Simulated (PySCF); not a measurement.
Compound: C8H9 (charge +1).
SMILES: `[CH2+]c1ccccc1C`

Level: wB97X-D/def2-SVPD in PySCF, non-relativistic, on one gas-phase PBE0-D3(BJ)/def2-SVP geometry that isn't relaxed in the solvent. The solvent is an IEF-PCM continuum (Bondi radii, 1.10 Å for H, scaled by 1.2), and excitations are vertical TDDFT with non-equilibrium linear response and a frozen core. Only the electrostatic response of the medium enters.

```
run  E − E(gas) (kcal/mol)  HOMO (eV)  HOMO–LUMO gap (eV)  lowest singlet (eV)  static polarisability (au)
gas                   0.00     -14.16                7.19                 3.04                        91.2
  P                 -51.36     -10.03                7.29                 3.12                       134.2
  Q                 -49.47     -10.18                7.29                 3.11                       131.1
```

The runs were made in acetone and water. Which run belongs to which solvent?

P = water, Q = acetone. The dielectric constants are 20.49 (acetone), 78.36 (water), and the energy falls further as ε rises. The optical constants n² used for the excitations are 1.85, 1.78 in the same order. In this model the ground state sees the solvent through ε alone.

How constant is the ratio of the lowering to 1 − 1/ε?

| solvent | 1 − 1/ε | E − E(gas) (kcal/mol) | ratio (kcal/mol) | polarisation term (kcal/mol) |
| --- | --- | --- | --- | --- |
| acetone | 0.951 | -49.47 | -52.0 | -49.93 |
| water | 0.987 | -51.36 | -52.0 | -51.89 |

The ratio changes by 0.0 % in size from acetone to water. The polarisation term is half the interaction of the solute with the induced surface charges.

wB97X-D is run here without its empirical dispersion term; that term would change no orbital, density or response property at a fixed geometry.
